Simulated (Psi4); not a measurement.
C$_{5}$H$_{4}$N, doublet, geometry from GFN2-xTB. Base run: B3LYP/6-31G (Psi4).

Geometry (Å):
```xyz
10

N     -0.0096     0.0618     1.3931
C      0.0105     0.0556    -1.3215
C      0.0084     1.1600     0.7365
C     -0.0190    -1.1079     0.7677
C     -0.0091    -1.1422    -0.6164
C      0.0200     1.2666    -0.6391
H      0.0185     0.0496    -2.4031
H     -0.0343    -2.0004     1.3780
H     -0.0166    -2.0882    -1.1363
H      0.0352     2.2135    -1.1537
```
Charge 0, spin multiplicity 2.
Orbitals are unrestricted.
All else is at Psi4's defaults (density fitting, Cartesian functions).
Base energy -247.53279 Eh.

Each row names what was changed in the base input (with any setting that the change needs).

| change | ΔE vs base (mEh) | SCF cycles | grid points | basis functions |
|---|---|---|---|---|
| base | 0.000 | 12 | 210410 | 62 |
| scf_type = pk | -0.051 | 12 | 210410 | 62 |
| scf_initial_accelerator = none | 0.000 | 12 | 210410 | 62 |
| dft_radial_points = 99 | 0.000 | 12 | 277161 | 62 |
| df_basis_scf = def2-universal-jkfit | -0.081 | 12 | 210410 | 62 |
| guess = gwh | 0.000 | 12 | 210410 | 62 |
| e_convergence = 1e-8 | 0.000 | 13 | 210410 | 62 |
| scf_type = cd | -0.341 | 12 | 210410 | 62 |
| damping_percentage = 20 | 0.000 | 20 | 210410 | 62 |
| damping_percentage = 50 | 0.002 | 46 | 210410 | 62 |
| dft_basis_tolerance = 1e-8 | 0.000 | 12 | 207260 | 62 |
| guess = sapgau | 0.000 | 12 | 210410 | 62 |
| ints_tolerance = 1e-8 | 0.000 | 12 | 210410 | 62 |

Open shells are given as the SCF converged; they aren't shown to be the lowest states, and a large step between rows can be another state.
